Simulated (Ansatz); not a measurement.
Isolated molecules relaxed with PBE0-D4/def2-TZVP in Ansatz; ΔE leaves out vibrations. CCSD(T)/CBS is the MP2 limit (def2-TZVPP, def2-QZVPP) plus CCSD(T) − MP2 in def2-TZVPP, frozen cores. Functionals use def2-TZVPP. Elements past krypton have def2 core potentials. For Ga, Mo outer-core shells are correlated without core-valence functions, which leaves a few kJ/mol of doubt a bond. Scalar relativity is left out up to krypton. Each species was taken in one conformer, which may not be the lowest.

Consider the redistribution: `[OH][Mo]([F])([F])(=[S])[Cl]` + `[NH2][Ga]([Cl])[O][SiH3]` → `[OH][Mo]([F])(=[S])([Cl])[Cl]` + `[NH2][Ga]([F])[O][SiH3]`.

| level | ΔE (kJ/mol) |
| --- | --- |
| ωB97M-V | 50.3 |
| CCSD(T)/def2-TZVPP | 39.5 |

(1) What does CCSD(T)/CBS give? (Best estimate.)

Largest T1 diagnostic among the species: 0.024, so the coupled-cluster value is less sure than usual.

Answers

(1) Ansatz gave: +37.5 kJ/mol. The listed levels differ from it by 12.8, 2.0 kJ/mol.

In def2-TZVPP, CCSD(T) changes the Hartree–Fock value by −16.0 kJ/mol (the triples alone add −3.4 kJ/mol) and MP2 by −38.5 kJ/mol. Leaving LDA and LC-ωPBE aside and taking each functional with its dispersion term where it has one, the values, not all of them listed here, spread over 17.3 kJ/mol, from PBE-QIDH to ωB97X-V.
